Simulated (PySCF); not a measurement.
Molecule: SMILES C1[C@H](CF)OCC[SiH2]1, C5H11FOSi.

Bonds (- single, = double, # triple, : aromatic): F1-C2, C2-C3, C3-C4, C4-Si5, Si5-C6, C6-C7, C7-O8, O8-C3. C2 carries H9, H10; C3 carries H11; C4 carries H12, H13; Si5 carries H14, H15; C6 carries H16, H17; C7 carries H18, H19. Stereochemistry as in FC[C@H]1C[SiH2]CCO1. H13, H14, H17, H18 are cis to C2 on the ring; H10 is pro-R; H9 is pro-S; H12, H15, H16, H19 are trans to C2 on the ring.

Frames of a GFN2-xTB Langevin trajectory at 400 K; GIAO PBE0/pcSseg-1 shieldings in PySCF, gas phase, non-relativistic; equivalent atoms averaged within each frame.

Scale: CFCl3 for 19F (σref 170.95); 13C (σref 186.93), 29Si (σref 349.16), 1H (σref 31.72) vs TMS; 17O (σref 336.08) against H2O (reference shieldings calculated alike). The references are static minima.

Q: How do the shifts (ppm) fluctuate along the trajectory?

A: 
| time (fs) | F1 | C2 | C3 | C7 | C6 | C4 | Si5 | O8 | H14 | H9 |
| --- | --- | --- | --- | --- | --- | --- | --- | --- | --- | --- |
| optimised geometry | -263.0 | 91.2 | 80.2 | 72.3 | 11.3 | 14.1 | -52.8 | 61.3 | 4.30 | 4.86 |
| 250 | -263.6 | 88.4 | 75.7 | 64.7 | 12.3 | 10.4 | -55.3 | 51.8 | 4.71 | 4.53 |
| 425 | -239.5 | 99.9 | 86.2 | 73.0 | 15.3 | 26.5 | -49.4 | 98.2 | 4.33 | 6.25 |
| 625 | -231.4 | 99.5 | 77.5 | 69.1 | 8.3 | 16.5 | -47.8 | 70.7 | 5.73 | 5.34 |
| 800 | -211.5 | 91.7 | 84.6 | 75.5 | 16.5 | 6.4 | -57.5 | 87.7 | 4.68 | 4.19 |
| 1000 | -231.3 | 97.1 | 69.8 | 75.9 | 8.2 | 6.6 | -61.7 | 76.1 | 4.38 | 5.94 |
| mean of frames | -235.5 | 95.3 | 78.8 | 71.6 | 12.1 | 13.3 | -54.3 | 76.9 | 4.77 | 5.25 |
| standard deviation | 18.8 | 5.1 | 6.7 | 4.7 | 3.8 | 8.4 | 5.8 | 17.6 | 0.56 | 0.88 |

5 frames give an uncertainty of the mean of about the standard deviation over 2.2 at best, since frames this close in time may not be independent; classical motion lacks zero-point vibration, and the reference would need the same averaging.
